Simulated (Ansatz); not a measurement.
```yaml
crystal:
  periodic: [false, false, false]
  atoms:
    - {symbol: C, position_ang: [-0.550619, 1.127802, 0.256717]}
    - {symbol: C, position_ang: [0.281986, -0.391574, 0.461402]}
    - {symbol: Mg, position_ang: [0.582444, -1.419283, -1.066515]}
    - {symbol: Cl, position_ang: [1.338089, -2.502083, -2.823495]}
    - {symbol: H, position_ang: [-1.680932, 0.775487, -0.258490]}
    - {symbol: H, position_ang: [-0.735206, 1.676536, 1.012877]}
    - {symbol: H, position_ang: [0.156222, 1.852363, -0.387289]}
    - {symbol: H, position_ang: [1.235907, -0.084503, 1.047900]}
    - {symbol: H, position_ang: [-0.298219, -1.012427, 1.235328]}
basis:
  gaussian: {orbitals: def2-SVPD, final_grid: {core_spheres: 8, valence_spheres: 7, degree: 23}}
hamiltonian: {xc: {name: wPBEh}}
accuracy: high
relax: {f_tol: 0.001, max_steps: 1}
```

```sh
$ ansatz run in.yaml --threads 4 --pin off --events-out ev --progress --plain --max-ram 10444MiB
```

Shortened log:

```
Functional definition: wPBEh
2632 factors; integrals over basis functions are off by at most 2.4e-9 eV
172 factors; integrals over basis functions are off by at most 5.7e-10 eV
mean field evaluation 1: about -20099.2516 eV, gradient 5.2e1 eV
mean field evaluation 2: about -20088.8502 eV, gradient 7.6e1 eV
mean field evaluation 4: about -20106.6745 eV, gradient 4.3e0 eV
mean field evaluation 8: about -20106.8094 eV, gradient 1.8e-1 eV
mean field evaluation 16: about -20106.8095 eV, gradient 1.2e-5 eV
mean field -20106.80950110 eV, -738.9116202803 hartree, gradient 4.0e-8 eV, S^2 0.000000; 0 other end points of the search recorded, 0 dependent functions left out
reference -20106.80950732 eV, -738.9116205091 hartree; 23, 23 occupied and 105, 105 virtual orbitals, 2632 factors
relax step   1: F+E_penalty+E_count = -20106.80950110 eV  Δ(F+E_penalty+E_count) = +0.000e0 eV  max|allowed force component| = 8.498e0 eV/Å  Δτ_max = 0.0000 Å  (32 SCF iters, accepted)
Error: geometry relaxation did not converge after 1 steps: max|allowed force component| = 8.50e0 eV/Å (threshold 1.0e-3). Raise `relax.max_steps` over both its present limit and 1, loosen `relax.f_tol`, or start from a geometry closer to equilibrium. Where this run's directory can be resumed (`checkpoint.write`), a resume goes on for up to `relax.max_steps` more
```

In this input the relaxation is allowed too few steps for its threshold. The calculation stopped without meeting its thresholds.
